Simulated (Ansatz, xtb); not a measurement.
# C4H8BFO: 12 structures ranked

12 gas-phase structures of C4H8BFO, from a drawn sample of its isomers (lower ones may exist). Each was relaxed with GFN2-xTB; where two conformers were screened, the lower at r2SCAN-D4/def2-SVP is listed:

A. `B[C@@H]1CC[C@H](F)O1`, a singlet
B. `B[C@@]1(F)CCOC1`, a singlet
C. `B[C@@H]1CCO[C@@H]1F`, a singlet
D. `B[C@@H]1CC[C@@H](F)O1`, a singlet
E. `B[C@@H]1COC[C@@H]1F`, a singlet
F. `B[C@@H]1CO[C@H](F)C1`, a singlet
G. `B[C@@H]1CCO[C@H]1F`, a singlet
H. `B[C@@H]1C[C@H](F)CO1`, a singlet
I. `B[C@@H]1C[C@@H](F)CO1`, a singlet
J. `B[C@@H]1CO[C@@H](F)C1`, a singlet
K. `B[C@@H]1COC[C@H]1F`, a singlet
L. `B[C@@]1(F)CCCO1`, a singlet

Question: Make a reasoned guess at their ranking by r2SCAN-D4/def2-SVP single-point energy.

Answer: Calculated order at r2SCAN-D4/def2-SVP: F (0.0), C (0.1), J (0.7), A (1.0), G (1.6), D (1.8), L (3.6), E (10.6), B (11.9), I (12.4), K (12.7), H (13.1) kcal/mol. Less than 1 kcal/mol parts F and C; C and J; J and A; A and G; G and D; B and I; I and K; K and H, so the order within those pairs means little.

Energies above the lowest of each column, in kcal/mol; the last columns are at B3LYP/def2-SVP geometries and were run for some of them only (a dash: not run or not comparable):

```json
{"structure": "F", "GFN2-xTB": "0.9", "HF/STO-3G": "2.0", "r2SCAN-D4/def2-SVP": "0.0", "B3LYP/def2-SVP": "0.0", "CCSD(T)/def2-SVP + ΔMP2/def2-TZVPP": "0.0"}
{"structure": "C", "GFN2-xTB": "0.0", "HF/STO-3G": "0.0", "r2SCAN-D4/def2-SVP": "0.1", "B3LYP/def2-SVP": "0.1", "CCSD(T)/def2-SVP + ΔMP2/def2-TZVPP": "0.6"}
{"structure": "J", "GFN2-xTB": "0.4", "HF/STO-3G": "1.2", "r2SCAN-D4/def2-SVP": "0.7", "B3LYP/def2-SVP": "0.8", "CCSD(T)/def2-SVP + ΔMP2/def2-TZVPP": "1.2"}
{"structure": "A", "GFN2-xTB": "0.8", "HF/STO-3G": "1.8", "r2SCAN-D4/def2-SVP": "1.0", "B3LYP/def2-SVP": "0.8", "CCSD(T)/def2-SVP + ΔMP2/def2-TZVPP": "1.2"}
{"structure": "G", "GFN2-xTB": "0.4", "HF/STO-3G": "1.6", "r2SCAN-D4/def2-SVP": "1.6", "B3LYP/def2-SVP": "1.8", "CCSD(T)/def2-SVP + ΔMP2/def2-TZVPP": "1.7"}
{"structure": "D", "GFN2-xTB": "0.4", "HF/STO-3G": "0.2", "r2SCAN-D4/def2-SVP": "1.8", "B3LYP/def2-SVP": "1.5", "CCSD(T)/def2-SVP + ΔMP2/def2-TZVPP": "1.8"}
{"structure": "L", "GFN2-xTB": "4.1", "HF/STO-3G": "4.2", "r2SCAN-D4/def2-SVP": "3.6", "B3LYP/def2-SVP": "–", "CCSD(T)/def2-SVP + ΔMP2/def2-TZVPP": "–"}
{"structure": "E", "GFN2-xTB": "6.4", "HF/STO-3G": "5.0", "r2SCAN-D4/def2-SVP": "10.6", "B3LYP/def2-SVP": "–", "CCSD(T)/def2-SVP + ΔMP2/def2-TZVPP": "–"}
{"structure": "B", "GFN2-xTB": "7.0", "HF/STO-3G": "7.0", "r2SCAN-D4/def2-SVP": "11.9", "B3LYP/def2-SVP": "–", "CCSD(T)/def2-SVP + ΔMP2/def2-TZVPP": "–"}
{"structure": "I", "GFN2-xTB": "7.1", "HF/STO-3G": "5.7", "r2SCAN-D4/def2-SVP": "12.4", "B3LYP/def2-SVP": "–", "CCSD(T)/def2-SVP + ΔMP2/def2-TZVPP": "–"}
{"structure": "K", "GFN2-xTB": "6.7", "HF/STO-3G": "6.3", "r2SCAN-D4/def2-SVP": "12.7", "B3LYP/def2-SVP": "–", "CCSD(T)/def2-SVP + ΔMP2/def2-TZVPP": "–"}
{"structure": "H", "GFN2-xTB": "7.4", "HF/STO-3G": "7.3", "r2SCAN-D4/def2-SVP": "13.1", "B3LYP/def2-SVP": "–", "CCSD(T)/def2-SVP + ΔMP2/def2-TZVPP": "–"}
```

CCSD(T)/def2-SVP + ΔMP2/def2-TZVPP has C and F within 1 kcal/mol of each other at the bottom, and every level picks one of them. CCSD(T)/def2-SVP + ΔMP2/def2-TZVPP orders those it was run on as F (0.0), C (0.6), A (1.2), J (1.2), G (1.7), D (1.8) kcal/mol. Less than 1 kcal/mol parts F and C; C and A; A and J; J and G; G and D, so the order within those pairs means little. Flexible structures stand in one conformer each, not always the lowest. Frequencies (GFN2-xTB) were run for A, C, D, F, G, J alone. ΔMP2 is the change of the MP2 energy from the smaller to the larger basis.

Over these structures GFN2-xTB departs from r2SCAN-D4/def2-SVP by 2.4 kcal/mol on average once a common shift is removed. A GFN2-xTB relaxation took about 0.45 s and the r2SCAN-D4/def2-SVP energy about 5.7 s on a shared host (Ansatz 0.2.0, xtb 6.7.1).
